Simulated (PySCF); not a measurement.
Bond energies at PBE/def2-TZVPP beside a composite method

PySCF, lowest determinants of a PBE0 search. The composite is CCSD(T) extrapolated to the basis-set limit from two correlation-consistent sets, with core-valence (CV) and scalar-relativistic (SR) terms as its label shows; it has no spin–orbit coupling and nothing beyond (T).

```json
{"species": "SiO", "state (unpaired electrons)": "singlet (closed shell)", "De PBE (eV)": "8.49", "De composite (eV)": "8.31", "composite": "CCSD(T)/CBS(TQ)+CV+SR", "dissociates to": "Si + O"}
{"species": "O2", "state (unpaired electrons)": "triplet (π ↑↑)", "De PBE (eV)": "6.25", "De composite (eV)": "5.19", "composite": "CCSD(T)/CBS(TQ)+CV+SR", "dissociates to": "O + O"}
{"species": "CH", "state (unpaired electrons)": "doublet (π ↑)", "De PBE (eV)": "3.67", "De composite (eV)": "3.65", "composite": "CCSD(T)/CBS(TQ)+CV+SR", "dissociates to": "H + C"}
{"species": "CdO", "state (unpaired electrons)": "triplet (σ ↑, π ↑)", "De PBE (eV)": "1.20", "De composite (eV)": "0.87", "composite": "CCSD(T)/CBS(DT)", "dissociates to": "Cd + O"}
{"species": "TeO", "state (unpaired electrons)": "triplet (π ↑↑)", "De PBE (eV)": "4.80", "De composite (eV)": "4.06", "composite": "CCSD(T)/CBS(TQ)", "dissociates to": "Te + O"}
{"species": "NaN", "state (unpaired electrons)": "triplet (π ↑↑)", "De PBE (eV)": "1.38", "De composite (eV)": "0.97", "composite": "CCSD(T)/CBS(DT)+CV+SR", "dissociates to": "Na + N"}
{"species": "HBr", "state (unpaired electrons)": "singlet (closed shell)", "De PBE (eV)": "4.03", "De composite (eV)": "4.06", "composite": "CCSD(T)/CBS(TQ)+CV", "dissociates to": "H + Br"}
{"species": "GeBr", "state (unpaired electrons)": "doublet (π ↑)", "De PBE (eV)": "3.88", "De composite (eV)": "3.53", "composite": "CCSD(T)/CBS(DT)", "dissociates to": "Ge + Br"}
```

**Question.** Does PBE bind more or less than the composite, by how much on average, and where is the difference largest?

**Answer.** PBE/def2-TZVPP binds more on average, method and basis taken together: the mean signed difference is +0.38 eV and the mean absolute one 0.39 eV; it is largest for O2 (+1.06 eV).

The molecules are drawn from runs that passed checks on state, spin purity and fit, so the hardest cases are missing and the errors look smaller than over all diatomics.

Correlated steps freeze the inner cores (1 to 13 orbitals); shallow outer-core shells are correlated. Spin–orbit coupling is left out, which matters for elements this heavy, above all for dissociation energies. Where the molecule has an RHF reference, its open-shell atoms are computed with UHF. The CCSD T1 diagnostic is raised in CdO, NaN, SiO, TeO, a sign that a single reference may not be enough there. States were picked by a PBE0 search and need not be the measured ground states.
